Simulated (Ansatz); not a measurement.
Mulliken charges of `B[N]1C[NH][Zn]1` from PBE/def2-TZVPP in Ansatz (PBE0-D4/def2-TZVP geometry).

```csv
atom,x (Å),y (Å),z (Å),charge (e)
B1,-1.657,0.796,0.006,-0.122
N2,-0.325,0.540,-0.232,-0.006
C3,0.466,-0.614,0.263,0.035
N4,1.888,-0.333,0.027,-0.334
Zn5,1.302,1.146,-1.020,0.156
H6,-2.166,1.768,-0.482,-0.027
H7,-2.307,0.052,0.698,-0.019
H8,0.134,-1.537,-0.227,0.089
H9,0.290,-0.695,1.343,0.089
H10,2.375,-1.124,-0.376,0.140
```

Question: By hand: the dipole of these point charges (1 e Å = 4.8032 D).

Answer: Σ q r = (0.265, -0.237, -0.112) e Å, of length 0.373 e Å = 1.79 D.

Question: How does the dipole of the full density compare? (Best estimate.)

Answer: Computed: (0.538, 0.103, -0.435) e Å, 3.36 D; the point charges give 0.53 times that, at 50° from its direction.

Point charges leave out the atoms' own dipoles, such as those of lone pairs, and Mulliken's split depends on the basis, so the two needn't agree.
